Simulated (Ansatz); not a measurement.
Al₂Br₂Cl₂H₂ (`[Cl][Al@H-]1[Br+][Al@@H-]([Cl])[Br+]1`) at its PBE0-D4/def2-TZVP geometry, where that method's forces vanish. Total charge 0; spin multiplicity 1.

| atom | x (Å) | y (Å) | z (Å) |
| --- | --- | --- | --- |
| Cl1 | -2.388 | 1.669 | -1.173 |
| Al2 | -0.601 | 0.618 | -1.445 |
| Br3 | -0.804 | -1.557 | -0.345 |
| Al4 | 0.784 | -0.708 | 1.310 |
| Cl5 | -0.235 | -0.392 | 3.108 |
| Br6 | 1.037 | 1.443 | 0.173 |
| H7 | 0.085 | 0.438 | -2.838 |
| H8 | 2.122 | -1.511 | 1.212 |

For each bond, give half the difference of the two atoms' forces along it (eV/Å; positive pushes the atoms apart) under PBE-D4, r2SCAN-D4, B3LYP-D4, ωB97M-V in def2-TZVPP. (Estimate.)

Computed: 
```json
{"bond": "Cl1–Al2", "length (Å)": "2.091", "PBE-D4": "0.17", "r2SCAN-D4": "0.04", "B3LYP-D4": "0.12", "ωB97M-V": "0.07"}
{"bond": "Al2–Br3", "length (Å)": "2.446", "PBE-D4": "0.08", "r2SCAN-D4": "0.03", "B3LYP-D4": "0.12", "ωB97M-V": "0.06"}
{"bond": "Al2–Br6", "length (Å)": "2.446", "PBE-D4": "0.08", "r2SCAN-D4": "0.03", "B3LYP-D4": "0.12", "ωB97M-V": "0.05"}
{"bond": "Al2–H7", "length (Å)": "1.564", "PBE-D4": "0.02", "r2SCAN-D4": "-0.05", "B3LYP-D4": "-0.20", "ωB97M-V": "-0.21"}
{"bond": "Br3–Al4", "length (Å)": "2.446", "PBE-D4": "0.08", "r2SCAN-D4": "0.03", "B3LYP-D4": "0.12", "ωB97M-V": "0.06"}
{"bond": "Al4–Cl5", "length (Å)": "2.091", "PBE-D4": "0.17", "r2SCAN-D4": "0.04", "B3LYP-D4": "0.12", "ωB97M-V": "0.07"}
{"bond": "Al4–Br6", "length (Å)": "2.446", "PBE-D4": "0.08", "r2SCAN-D4": "0.03", "B3LYP-D4": "0.12", "ωB97M-V": "0.05"}
{"bond": "Al4–H8", "length (Å)": "1.564", "PBE-D4": "0.02", "r2SCAN-D4": "-0.05", "B3LYP-D4": "-0.20", "ωB97M-V": "-0.21"}
```

B3LYP here is the variant with VWN-RPA as its local correlation; programs differ in this.
